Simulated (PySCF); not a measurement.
**Working out the ionisation energy of Bi**

Bi [Xe] 4f14 5d10 6s2 6p3 (4S) → Bi⁺ [Xe] 4f14 5d10 6s2 6p2 (3P). All numbers are calculated (PySCF 2.14, a scalar-relativistic core potential, in aug-cc-pVQZ-PP with one added diffuse shell each of s, p, d, f, g type with ECP60MDF (8s8p6d4f3g, 117 functions)). Frozen: 5s2 5p6 5d10. Energies in hartree (1 hartree = 27.21139 eV):

| part | Bi (lower) | Bi⁺ (upper) |
| --- | --- | --- |
| UHF | -213.594521 | -213.292961 |
| MP2 opposite-spin | -0.040475 | -0.034689 |
| MP2 same-spin | -0.015602 | -0.007352 |

What does Hartree-Fock give?

(-213.292961) − (-213.594521) = 0.301560 hartree = 8.206 eV.

What do MP2 and SCS-MP2 (6/5 opposite-spin, 1/3 same-spin) give?

The opposite-spin parts differ by 0.157 eV and the same-spin parts by 0.224 eV. MP2: 8.206 + (0.157) + (0.224) = 8.587 eV. SCS-MP2: 8.206 + 1.2 × (0.157) + (0.224)/3 = 8.469 eV.

Reference: 7.286 eV (measured; NIST Atomic Spectra Database, ionization energies), between the lowest levels; spin-orbit coupling is absent from the calculation.

What remains against the reference includes basis incompleteness, the frozen core and correlation beyond second order.
